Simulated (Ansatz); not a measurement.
Abridged output of a molecular run in Ansatz:

```
Functional definition: HF
1194 factors; integrals over basis functions are off by at most 1.1e-3 eV
mean field evaluation 1: about -29123.8989 eV, gradient 2.6e1 eV
mean field evaluation 2: about -29123.9056 eV, gradient 2.6e1 eV
mean field evaluation 4: about -29126.1796 eV, gradient 2.9e0 eV
mean field evaluation 8: about -29126.2140 eV, gradient 1.0e-4 eV
mean field -29126.21397630 eV, -1070.3686211723 hartree, gradient 1.9e-6 eV, S^2 0.000000; 0 other end points of the search recorded, 0 dependent functions left out
17 core orbitals not correlated: weight in the atoms' cores, before any rotation towards them, 1.000 or more for the frozen orbitals, at most 0.000 for the correlated occupied ones
reference -29126.21397630 eV, -1070.3686211723 hartree; 15, 15 occupied and 90, 90 virtual orbitals, 1194 factors
second order -15.92423254 eV of doubles, -0.00000000 eV of singles
cycle   1  -17.32733281 eV  change    -1.4e0 eV  update   9.5e-2
cycle   2  -17.86637196 eV  change   -5.4e-1 eV  update   3.0e-2
cycle   3  -17.93408269 eV  change   -6.8e-2 eV  update   1.1e-2
cycle   4  -17.93114774 eV  change    2.9e-3 eV  update   3.4e-3
cycle   5  -17.93030989 eV  change    8.4e-4 eV  update   1.1e-3
cycle   6  -17.93008628 eV  change    2.2e-4 eV  update   3.6e-4
cycle   7  -17.93005883 eV  change    2.7e-5 eV  update   1.3e-4
cycle   8  -17.93007560 eV  change   -1.7e-5 eV  update   5.4e-5
cycle   9  -17.93007241 eV  change    3.2e-6 eV  update   1.9e-5
perturbative correction -0.50211240 eV, -0.0184522904 hartree
Total energy: -29144.64616112 eV, -1071.0459914704 hartree
```

Its atoms:

```xyz
13

C    -1.347   -0.113    1.484
Si    0.381   -0.834    1.259
Al    1.349   -0.216   -0.902
C     0.436    1.224   -1.890
Cl   -0.498   -0.241   -2.529
H    -1.318    0.978    1.455
H    -2.013   -0.454    0.688
H    -1.777   -0.415    2.442
H     0.317   -2.319    1.408
H     1.254   -0.354    2.375
H     2.640   -0.822   -1.596
H     0.883    1.694   -2.763
H    -0.306    1.871   -1.430
```

Which basis set was used?
A. def2-SVP
B. cc-pV(Q+d)Z
C. def2-TZVPP
D. def2-QZVPP

A. It gives 122 functions.

Write the keys of the input that set method, charge and spin (a neutral closed shell needs none for the last two).


```yaml
correlation: {method: ccsd_t}
```
